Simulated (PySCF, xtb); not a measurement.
C₂H₅BN₂, SMILES NB1C=NC1.

Coordinates come from a PBE0-D3(BJ)/def2-SVP optimisation. This is a generated structure with no PubChem entry under its InChIKey; it may be hypothetical. One conformer was computed; it need not be the lowest.

Computed with IEF-PCM-PBE0/def2-SVP (PySCF).

The values are the electrostatic part of the solvation free energy, E(continuum) − E(gas) at the gas-phase geometry, in a cavity of scaled van der Waals radii (PySCF's table); cavitation and dispersion terms are not included. In vacuum the orbital gap is 5.87 eV. The dipole moment in vacuum is 4.00 D.

Question: Estimate the values in water (ε = 78.36), dichloromethane (ε = 8.93), cyclohexanone (ε = 15.62). (The exact figures need the calculation; the answer reports its results.)

Answer: 
| solvent | ε | ΔG(elec) (kcal/mol) | dipole (D) | gap (eV) |
|---|---|---|---|---|
| water | 78.36 | -6.9 | 5.09 | 6.06 |
| dichloromethane | 8.93 | -5.8 | 4.92 | 6.03 |
| cyclohexanone | 15.62 | -6.3 | 5.00 | 6.05 |

For comparison, GFN2-xTB/ALPB(water) (xtb, at the GFN2-xTB geometry, all terms of that model) gives -7.0 kcal/mol.
